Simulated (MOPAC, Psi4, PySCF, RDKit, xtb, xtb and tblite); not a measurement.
Relaxed torsion scan: SMILES N#Cc1ccccc1S (C₇H₅NS). Scanned: dihedral C3–C8–S9–H14; all other coordinates were relaxed at GFN2-xTB. Points at φ and −φ are mirror images.

Geometry of the scan point at 60° (Å):
```
14

N      3.1228    -1.4289     0.0956
C      2.0548    -1.0131     0.0752
C      0.7381    -0.5004     0.0312
C     -0.3443    -1.3803     0.0204
C     -1.6346    -0.8888    -0.0267
C     -1.8550     0.4798    -0.0677
C     -0.7867     1.3603    -0.0696
C      0.5121     0.8790    -0.0419
S      1.8613     2.0415     0.0695
H     -0.1566    -2.4431     0.0613
H     -2.4693    -1.5728    -0.0270
H     -2.8629     0.8648    -0.0981
H     -0.9495     2.4266    -0.0971
H      2.5271     1.5956    -0.9956
```

Methods: GFN2-xTB (xtb and tblite); MMFF94 // GFN2-xTB (RDKit); B3LYP/def2-SVP // GFN2-xTB (Psi4); B3LYP-D3(BJ)/def2-SVP // GFN2-xTB (Psi4); PBE/def2-SVP // GFN2-xTB (Psi4); PBE-D3(BJ)/def2-SVP // GFN2-xTB (Psi4); UFF // GFN2-xTB (RDKit); PM7, restricted, heats of formation // GFN2-xTB (MOPAC); PM3, restricted, heats of formation // GFN2-xTB (MOPAC); GFN1-xTB // GFN2-xTB (xtb); RKS-B3LYP/6-31G* = restricted B3LYP/6-31G*, spherical d, density fitting // GFN2-xTB (PySCF 2.14.0); RMP2/3-21G = restricted MP2 (frozen core)/3-21G // GFN2-xTB (PySCF); RKS-LDA (SVWN5)/6-31G* = PySCF with restricted LDA (SVWN5)/6-31G*, spherical d, density fitting // GFN2-xTB; RHF/LANL2DZ = restricted Hartree-Fock/LANL2DZ, with its core potentials past Ne // GFN2-xTB in PySCF 2.14.0.

Least-squares fit of E(φ) = a0 + Σ (a_n cos nφ + b_n sin nφ), n = 1 to 4, to the 18 scan points, in kcal/mol above the lowest point of each profile (levels whose profile four harmonics don't fit are not listed):

```csv
method,a0,a1,b1,a2,b2,a3,b3,a4,b4,rms of fit
GFN2-xTB,2.87,-0.65,0.00,-2.31,0.00,0.05,0.00,0.05,0.00,0.01
MMFF94,0.57,-0.55,0.00,0.17,0.00,-0.04,0.00,0.17,0.00,0.03
B3LYP/def2-SVP,2.10,-0.81,0.00,-1.46,0.00,0.15,0.00,0.02,0.00,0.01
B3LYP-D3(BJ)/def2-SVP,2.25,-0.91,0.00,-1.52,0.00,0.16,0.00,0.03,0.00,0.01
PBE/def2-SVP,2.67,-0.92,0.00,-1.91,0.00,0.14,0.00,0.04,0.00,0.01
PBE-D3(BJ)/def2-SVP,2.75,-0.98,0.00,-1.94,0.00,0.14,0.00,0.04,0.00,0.01
UFF,5.19,0.99,0.00,5.61,0.00,0.26,0.00,0.33,0.00,0.11
PM7,0.74,-0.37,0.00,-0.56,0.00,0.10,0.00,0.04,0.00,0.02
PM3,0.91,-0.30,0.00,-0.86,0.00,0.16,0.00,0.06,0.00,0.02
GFN1-xTB,3.25,-0.59,0.00,-2.80,0.00,0.07,0.00,0.06,0.00,0.01
RKS-B3LYP/6-31G*,2.01,-0.80,0.00,-1.39,0.00,0.19,0.00,-0.01,0.00,0.00
RMP2/3-21G,0.72,-0.66,0.00,0.48,0.00,0.17,0.00,-0.09,0.00,0.01
RKS-LDA (SVWN5)/6-31G*,3.20,-1.14,0.00,-2.17,0.00,0.13,0.00,-0.02,0.00,0.01
RHF/LANL2DZ,0.61,-0.81,0.00,0.22,0.00,0.17,0.00,-0.12,0.00,0.01
```
